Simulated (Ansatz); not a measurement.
Species: sum formula GeOCl, net charge 0, doublet state. It need not be the lowest isomer of its formula. SMILES: [Ge]([Cl])=[O]
Geometry from a B3LYP-D3(BJ)/def2-TZVP (Ansatz, a program for electronic structure) optimisation:
```xyz
3

Ge    -0.3863     0.3169    -0.3028
O     -1.5957    -0.8436    -0.3508
Cl     1.4781    -0.1996     0.7350
```
Charge 0, spin multiplicity 2.

Wanted: vertical electron affinity (to the singlet state of charge -1; a negative value means that the extra electron is unbound and the number depends on the basis; each state is the SCF solution reached for its spin; for the doublet T1 is 0.092), in eV. Cores are frozen in the correlated levels unless marked. UHF or UKS for open shells. No spin-orbit coupling. The frozen core is the preceding noble-gas configuration, with the filled d and f shells of earlier blocks. No relativistic terms. Anions need diffuse functions: def2-D sets add few. CBS(X,Y): correlation extrapolated as X^-3; Hartree-Fock from the larger set. The bracket is a focal-point correction in the basis named.

```json
[
 {"level": "SVWN5/def2-TZVPD", "program": "Ansatz", "vertical electron affinity (eV)": "?"},
 {"level": "PBE/def2-TZVPD", "program": "Ansatz", "vertical electron affinity (eV)": "2.97"},
 {"level": "r2SCAN/def2-TZVPD", "program": "Ansatz", "vertical electron affinity (eV)": "2.99"},
 {"level": "B3LYP/def2-TZVPD", "program": "Ansatz", "vertical electron affinity (eV)": "3.13"},
 {"level": "PBE0/def2-TZVPD", "program": "Ansatz", "vertical electron affinity (eV)": "3.04"},
 {"level": "CAM-B3LYP/def2-TZVPD", "program": "Ansatz", "vertical electron affinity (eV)": "3.22"},
 {"level": "wB97M-V/def2-TZVPD", "program": "Ansatz", "vertical electron affinity (eV)": "3.19"},
 {"level": "wB97X/def2-TZVPD", "program": "Ansatz", "vertical electron affinity (eV)": "3.22"},
 {"level": "B2PLYP/def2-TZVPD", "program": "Ansatz", "vertical electron affinity (eV)": "?"},
 {"level": "SCS-MP2/def2-SVPD", "program": "Ansatz", "vertical electron affinity (eV)": "3.91"},
 {"level": "SCS-MP2/def2-TZVPPD", "program": "Ansatz", "vertical electron affinity (eV)": "3.93"},
 {"level": "CCSD/def2-SVPD", "program": "Ansatz", "vertical electron affinity (eV)": "?"},
 {"level": "RI-MP2/CBS(def2-TZVPPD,def2-QZVPPD)+[CCSD(T)-MP2]/def2-TZVPPD", "program": "Ansatz", "vertical electron affinity (eV)": "?"}
]
```

Q: Complete the blanks.

A: 
- SVWN5/def2-TZVPD, vertical electron affinity (eV): 3.23
- B2PLYP/def2-TZVPD, vertical electron affinity (eV): 3.26
- CCSD/def2-SVPD, vertical electron affinity (eV): 3.06
- RI-MP2/CBS(def2-TZVPPD,def2-QZVPPD)+[CCSD(T)-MP2]/def2-TZVPPD, vertical electron affinity (eV): 3.31
